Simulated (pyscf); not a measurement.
Structures and frequencies: ωB97X-D3(BJ)/def2-SVP in PySCF.

Question: Estimate by transition-state theory (the high-pressure limit) the rate constant of `[CH2]=[C]([Br])[CH2][Br]` → `[CH]#[C][CH2][Br]` + `[BrH]` (singlet surface; Br–C, C–H broken, Br–H formed) at 1200 K, with ωB97M-D3(BJ)/def2-TZVP energies (ideal gas, 1 atm, RRHO with modes under 100 cm⁻¹ raised to 100, one conformer, R ln 2 for rigid chiral ones; no tunnelling).

Answer: The electronic barrier is 71.7 kcal/mol and the thermal terms add -9.0, so ΔG‡ = 62.7 kcal/mol. With k_BT/h = 2.50e+13 s⁻¹ and RT = 2.385 kcal/mol, k = 9.5e+01 s⁻¹. Wigner's tunnelling factor for 1541i cm⁻¹ would be 1.14. A shift of 1 kcal/mol in the barrier changes k by a factor 1.5. The same reactants have a lower exit, to •H₂C–C(=CH₂)–Br + Br• (no saddle counted: cutting one bond costs +59.0 kcal/mol at ωB97M-D3(BJ), against +71.7 kcal/mol here). One saddle was located; it need not be the lowest between these sides. Elements up to Kr have no core potential and no relativistic terms here.
